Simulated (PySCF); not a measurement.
Species: C3H11ClPSi (charge +1).
SMILES with atom numbers: `[PH3+:1][SiH2:2][CH2:3][CH2:4][CH2:5][Cl:6]` (hydrogens: H7, H8, H9 on P1; H10, H11 on Si2; H12, H13 on C3; H14, H15 on C4; H16, H17 on C5)

The same species was optimised twice, with GFN2-xTB and with PBE0-D3(BJ)/def2-SVP (PySCF), and the same property calculations (PySCF, gas phase) were run on both structures.

```csv
coordinate,GFN2-xTB,PBE0-D3(BJ)/def2-SVP,change
Si2–C3 (Å),1.909,1.876,-0.033
C5–Cl6 (Å),1.785,1.809,+0.024
C4–C5 (Å),1.516,1.509,-0.007
C3–C4 (Å),1.534,1.527,-0.007
P1–Si2 (Å),2.335,2.329,-0.006
P1–Si2–C3 (°),106.1,111.3,+5.2
Si2–C3–C4 (°),117.1,119.2,+2.1
C3–C4–C5 (°),113.7,115.3,+1.6
C4–C5–Cl6 (°),110.8,111.4,+0.6
P1–Si2–C3–C4 (°),85,88,+3
Si2–C3–C4–C5 (°),-74,-72,+2
C3–C4–C5–Cl6 (°),64,64,0
```

Rotational constants: A = 2106, B = 1551, C = 1030 MHz (GFN2-xTB) against A = 2113, B = 1401, C = 963.0 MHz (PBE0-D3(BJ)/def2-SVP). Point groups within 0.08 Å: C1 and C1.

On the GFN2-xTB structure: lowest singlet, TDDFT (eV) 6.56 [PBE0/def2-SVPD]; lowest triplet, Tamm–Dancoff (eV) 6.28 [PBE0/def2-SVPD]; isotropic polarisability (au) 95.3 [PBE0/def2-SVPD]; HOMO (eV) -12.77 [PBE0/def2-SVPD]; LUMO (eV) -5.07 [PBE0/def2-SVPD]; HOMO (eV) -12.84 [PBE0/pcSseg-1]; LUMO (eV) -5.09 [PBE0/pcSseg-1]; GIAO shielding of P1 (ppm) 506.9 [PBE0/pcSseg-1]; GIAO shielding of Si2 (ppm) 373.6 [PBE0/pcSseg-1]; GIAO shielding of C3 (ppm) 172.0 [PBE0/pcSseg-1]; GIAO shielding of C4 (ppm) 154.3 [PBE0/pcSseg-1]; GIAO shielding of C5 (ppm) 128.1 [PBE0/pcSseg-1]; GIAO shielding of Cl6 (ppm) 785.5 [PBE0/pcSseg-1].

Problem. What do these properties become on the PBE0-D3(BJ)/def2-SVP structure?

Solution. 
| property | level | on GFN2-xTB | on PBE0-D3(BJ)/def2-SVP | change |
| --- | --- | --- | --- | --- |
| lowest singlet, TDDFT (eV) | PBE0/def2-SVPD | 6.56 | 6.48 | -0.08 |
| lowest triplet, Tamm–Dancoff (eV) | PBE0/def2-SVPD | 6.28 | 6.29 | +0.01 |
| isotropic polarisability (au) | PBE0/def2-SVPD | 95.3 | 97.4 | +2.1 |
| HOMO (eV) | PBE0/def2-SVPD | -12.77 | -12.66 | +0.11 |
| LUMO (eV) | PBE0/def2-SVPD | -5.07 | -5.09 | -0.02 |
| energy, GFN2-xTB geometry as zero (kcal/mol) | PBE0/def2-SVPD | 0.0 | -6.2 | -6.2 |
| HOMO (eV) | PBE0/pcSseg-1 | -12.84 | -12.69 | +0.15 |
| LUMO (eV) | PBE0/pcSseg-1 | -5.09 | -5.05 | +0.04 |
| energy, GFN2-xTB geometry as zero (kcal/mol) | PBE0/pcSseg-1 | 0.0 | -6.8 | -6.8 |
| GIAO shielding of P1 (ppm) | PBE0/pcSseg-1 | 506.9 | 474.2 | -32.7 |
| GIAO shielding of Si2 (ppm) | PBE0/pcSseg-1 | 373.6 | 384.4 | +10.8 |
| GIAO shielding of C3 (ppm) | PBE0/pcSseg-1 | 172.0 | 174.4 | +2.4 |
| GIAO shielding of C4 (ppm) | PBE0/pcSseg-1 | 154.3 | 155.0 | +0.7 |
| GIAO shielding of C5 (ppm) | PBE0/pcSseg-1 | 128.1 | 126.5 | -1.6 |
| GIAO shielding of Cl6 (ppm) | PBE0/pcSseg-1 | 785.5 | 822.6 | +37.1 |

The heavy atoms differ by 0.103 Å rms after alignment. Among bonds between heavy atoms Si2–C3 changes most (-0.033 Å). Changes are differences of the printed values. Neither structure is proved a minimum here. The structure is a single PBE0-D3(BJ)/def2-SVP conformer in the gas phase; no vibrational or solvent corrections.

The values belong to the conformer `[PH3+:1][SiH2:2][CH2:3][CH2:4][CH2:5][Cl:6]`: P1–Si2–C3–C4 88°, Si2–C3–C4–C5 -72°, C3–C4–C5–Cl6 64°.
